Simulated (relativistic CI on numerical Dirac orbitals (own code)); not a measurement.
Calculated at this level of theory: Dirac-Coulomb-Breit CI, separate exchange-only KLI orbitals for each configuration, model QED (radiative potential, 1s self-energy scaled to tabulated hydrogen-like ionisation energies), unscaled Slater integrals (own radial code, finite nucleus).

The strongest absorption lines from the ground level of an ion, among the configurations computed and to levels below about 20000 eV (vacuum wavelength in nm, gf): 0.06661 (0.23), 0.08474 (0.2), 0.08477 (0.25), 0.08500 (0.11), 0.08591 (1.1), 0.08915 (0.39), 0.45615 (0.42), 0.45642 (0.22).

(1) Which ion is it?
A. Pb⁷⁹⁺
B. Pb⁷⁵⁺
C. Pb⁷⁷⁺
D. Yb⁶⁵⁺

Answers

(1) C. Pb⁷⁷⁺ has 5 electrons and the ground level 2s2.2p 2P°_1/2; the strongest line goes to 2s2.3d 2D_3/2. The pattern of lines fixes the number of electrons, and along that sequence the line energies rise steadily with the charge (about as its square where n changes within one kind of shell, about linearly where n is kept but much faster in heavy ions where fine structure, which grows about as Z⁴, sets the gap, and irregularly where shells cross), which fixes Z. Configurations outside the model, such as inner-shell arrays, can give stronger lines. At this charge energies of transitions that change n are usually good to better than 1 %, and those within a shell (Δn = 0) to a few per cent.

LS names give the leading component of a level, which can be under half, so a name can repeat, a term be missing and a line seem to break the LS rules.
